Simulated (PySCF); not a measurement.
1,1-difluoro-2-methylprop-1-ene (C₄H₆F₂), SMILES CC(C)=C(F)F. Coordinates come from a PBE-D3(BJ)/def2-SVP optimisation.

Give the equilibrium geometry at PBE-D3(BJ)/def2-SVP (PySCF confirms it by a frequency run) as bond lengths and angles, and its point group. (The exact figures need the calculation; the answer reports its results.)

point group C2v.
Atoms: C1 C2 C3 C4 F5 F6 H7 H8 H9 H10 H11 H12. Bond lengths (Å): C1–C2 1.504, C1–H7 1.112, C1–H8 1.106, C1–H9 1.112, C2–C3 1.504, C2–C4 1.344, C3–H10 1.106, C3–H11 1.112, C3–H12 1.112, C4–F5 1.333, C4–F6 1.333. Angles (°): C2–C1–H7 110.7, C2–C1–H8 112.3, C2–C1–H9 110.7, H7–C1–H8 108.1, H7–C1–H9 106.5, H8–C1–H9 108.1, C1–C2–C3 118.4, C1–C2–C4 120.8, C3–C2–C4 120.8, C2–C3–H10 112.3, C2–C3–H11 110.7, C2–C3–H12 110.7, H10–C3–H11 108.1, H10–C3–H12 108.1, H11–C3–H12 106.5, C2–C4–F5 125.0, C2–C4–F6 125.0, F5–C4–F6 110.0.
